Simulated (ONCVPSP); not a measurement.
**Ag, ONCV: configuration errors across variants**

- Element: Ag (Z = 47)
- Generator: ONCVPSP 4.0.1
- Type: optimised norm-conserving Vanderbilt (ONCV)
- Functional: PBEsol
- Relativity: scalar-relativistic
- Frozen core: [Ar] 3d10
- Valence charge: 19
- Reference configuration: 4s2 4p6 4d10 5s1
- Partial waves: 4s+5s: rc 1.25 bohr, ncon 3, nbas 8, qcut 10.6 1/bohr, 2 projectors; 4p: rc 1.15 bohr, ncon 4, nbas 8, qcut 7.5 1/bohr, 2 projectors, debl 1.4 Ha; 4d: rc 1.40 bohr, ncon 4, nbas 8, qcut 12.7 1/bohr, 2 projectors, debl 3.7 Ha
- Local potential: polynomial inside 1.15 bohr (lpopt 5, dvloc0 0 Ha)
- Core correction: Teter function, fcfact 5.5, rcfact 1.2

In the p channel the program set the typed energies aside and used -2.150, 0.250 Ha.

All-electron excitation energies from the reference (eV): (1) 4s2 4p6 4d10 5s0 7.746; (2) 4s2 4p6 4d9 5s0 29.860; (3) 4s2 4p6 4d8 5s0 66.042; (4) 4s2 4p6 4d9 5s1 13.165.

2 further variants failed, have other tests or too few solved ones, and are left out.

Errors AE − PS in meV (a dash: test not solved or not reliable):

```json
{"change": "base", "(1)": "-1.2", "(2)": "-3.1", "(3)": "-6.3", "(4)": "-0.8", "bound ghosts": "none", "GHOST(+) flags above zero": "s"}
{"change": "s: rc 1.22", "(1)": "-1.2", "(2)": "-3.1", "(3)": "-6.3", "(4)": "-0.8", "bound ghosts": "none", "GHOST(+) flags above zero": "s"}
{"change": "s: rc 1.34", "(1)": "-1.3", "(2)": "-3.2", "(3)": "-6.4", "(4)": "-0.8", "bound ghosts": "none", "GHOST(+) flags above zero": "s"}
{"change": "s: rc 1.64", "(1)": "-1.6", "(2)": "-3.5", "(3)": "-6.9", "(4)": "-0.9", "bound ghosts": "none", "GHOST(+) flags above zero": "none"}
{"change": "s: rc 1.78", "(1)": "-1.7", "(2)": "-3.7", "(3)": "-7.2", "(4)": "-0.9", "bound ghosts": "none", "GHOST(+) flags above zero": "s"}
```

Give the same row for: s: rc 1.52.

-1.5, -3.4, -6.7, -0.9; bound ghosts: none; GHOST(+) flags above zero: s.
